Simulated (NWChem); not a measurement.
System meant: NbO, quartet; SMILES [O]=[Nb]

NWChem input:

```
start job
memory heap 200 mb stack 900 mb global 1100 mb
geometry units angstroms noautoz
  Nb     0.000000     0.000000    -0.258206
  O      0.000000     0.000000     1.416424
end
basis spherical
  Nb library def2-svp
  O library def2-svp
end
ecp
  Nb library def2-ecp
end
dft
  odft
  mult 4
  xc b3lyp
  iterations 4
  mulliken
end
task dft energy
```

End of the output:

```
     --------------------------
     Expectation value of S2:
     --------------------------
      <S2> =      3.7606 (Exact =     3.7500)

 center of mass
 --------------
 x =   0.00000000 y =   0.00000000 z =  -0.05186605

 moments of inertia (a.u.)
 ------------------
         136.656237671515           0.000000000000           0.000000000000
           0.000000000000         136.656237671515           0.000000000000
           0.000000000000           0.000000000000           0.000000000000

     Multipole analysis of the density
     ---------------------------------

     L   x y z        total         alpha         beta         nuclear
     -   - - -        -----         -----         ----         -------
     0   0 0 0     -0.000000    -12.000000     -9.000000     21.000000

     1   1 0 0      0.000000      0.000000      0.000000      0.000000
     1   0 1 0      0.000000      0.000000     -0.000000      0.000000
     1   0 0 1     -1.241939     -6.479780     -9.228865     14.466706

     2   2 0 0    -20.974899    -15.431713     -5.543185      0.000000
     2   1 1 0     -0.000000     -0.000000     -0.000000      0.000000
     2   1 0 1      0.000000      0.000000      0.000000      0.000000
     2   0 2 0    -20.974899    -15.431713     -5.543185      0.000000
     2   0 1 1     -0.000000      0.000000     -0.000000      0.000000
     2   0 0 2    -21.894490    -43.737203    -37.719587     59.562299

 ------------------------------------------------------------------------
 dft energy failed                                                                                  0
 ------------------------------------------------------------------------
 ------------------------------------------------------------------------
  current input line :
    21: task dft energy
 ------------------------------------------------------------------------
 ------------------------------------------------------------------------
 This type of error is most commonly associated with calculations not reaching convergence criteria
 ------------------------------------------------------------------------
 For more information see the NWChem manual at https://nwchemgit.github.io

0:dft energy failed:Received an Error in Communication
```

Question: Find the fault in this run and fix the input.

Answer: Convergence was not reached. Cause: the SCF was allowed too few iterations. This input runs:
```
start job
memory heap 200 mb stack 900 mb global 1100 mb
geometry units angstroms noautoz
  Nb     0.000000     0.000000    -0.258206
  O      0.000000     0.000000     1.416424
end
basis spherical
  Nb library def2-svp
  O library def2-svp
end
ecp
  Nb library def2-ecp
end
dft
  odft
  mult 4
  xc b3lyp
  iterations 150
  mulliken
end
task dft energy
```
It converges to -132.11158 Ha (B3LYP/def2-SVP with def2 effective core potentials on Nb, spin-unrestricted).
